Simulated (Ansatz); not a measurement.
Ideal-gas functions of BF₂HS, SMILES `FB(F)S` at 298.15 K and 1 bar, from an Ansatz frequency run at PBE0-D4/def2-TZVP.

Molar mass 81.88 g/mol, point group Cs (symmetry number 1), electronic degeneracy 1, moments of inertia 50.392, 110.971, 161.363 u Å². Harmonic wavenumbers (cm⁻¹, unscaled): 295, 368, 412, 583, 683, 837, 1258, 1429, 2724.

Use S(trans) = R[1.5 ln M + 2.5 ln T − 1.1517]; rotational temperatures θ = 24.2544 K / I; S(rot) = R[ln(√π/σ · √(T³/θAθBθC)) + 1.5]; for each mode x = 1.438777 ν̃/T, S = R[x/(eˣ − 1) − ln(1 − e⁻ˣ)] and H = RT x/(eˣ − 1); 1 cm⁻¹ = 0.0119627 kJ/mol; R = 8.31446 J/(mol·K).

By hand: the entropy, in J/(mol·K).

Translation 163.8. Rotation: θ = 0.4813, 0.2186, 0.1503 K, giving 105.5. Vibration, mode by mode: 6.05, 4.55, 3.85, 2.01, 1.37, 0.75, 0.14, 0.07, 0.00, in all 18.8. Electronic 0.0. Sum 288.1 J/(mol·K).

By hand: H − E and G − E in kJ/mol, counted from the electronic energy.

Zero-point energy ½ × 8589 × 0.0119627 = 51.4; thermal vibration 3.8; translation, rotation and pV give 4 RT = 9.9. H − E = 65.1 kJ/mol, and G − E = 65.1 − 298.15 × 288.1/1000 = -20.8 kJ/mol.

Vibration gives 7 % of the entropy. The sum counts one conformer and one mirror image; others add a mixing term.
